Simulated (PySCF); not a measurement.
Compound: C2H3Cl3OSi.
Bonds: O1–C2 (double), C2–Si3, Si3–C4, C4–Cl5, C4–Cl6, C4–Cl7. Hydrogens: H8 on C2; H9, H10 on Si3.

Computed, not measured: PBE0-D3(BJ)/def2-SVP geometry optimisation, gas phase (PySCF 2.14.0).

Task: What internal coordinates does the optimisation give?

Result: 
| bond | length (Å) | order |
| --- | --- | --- |
| O1=C2 | 1.205 | double |
| C2–Si3 | 1.931 | single |
| Si3–C4 | 1.915 | single |
| C4–Cl5, C4–Cl6 | 1.785 | single |
| C4–Cl7 | 1.775 | single |
| C2–H8 | 1.124 | single |
| Si3–H9, Si3–H10 | 1.488 | single |

Bonds in one row agree within 0.01 Å and their mean is given. Orders are formal, as drawn. A selection of angles:
| angle | degrees |
| --- | --- |
| O1–C2–Si3 | 119.1 |
| O1–C2–H8 | 121.0 |
| Si3–C2–H8 | 119.9 |
| C2–Si3–C4 | 107.8 |
| C2–Si3–H9 | 109.9 |
| C4–Si3–H9 | 108.6 |
| H9–Si3–H10 | 111.9 |
| Si3–C4–Cl5 | 107.9 |
| Si3–C4–Cl7 | 111.1 |
| Cl5–C4–Cl6 | 109.5 |

Torsions: O1–C2–Si3–C4 180° (antiperiplanar); C2–Si3–C4–Cl5 -60° (synclinal).

Si3 (SiH2 silicon) is tetrahedral (angles from 107.8° to 111.9°).

Point group: Cs (every atom within 0.08 Å of its image). Not checked by PBE0-D3(BJ)/def2-SVP frequencies. One conformer, not necessarily the lowest.
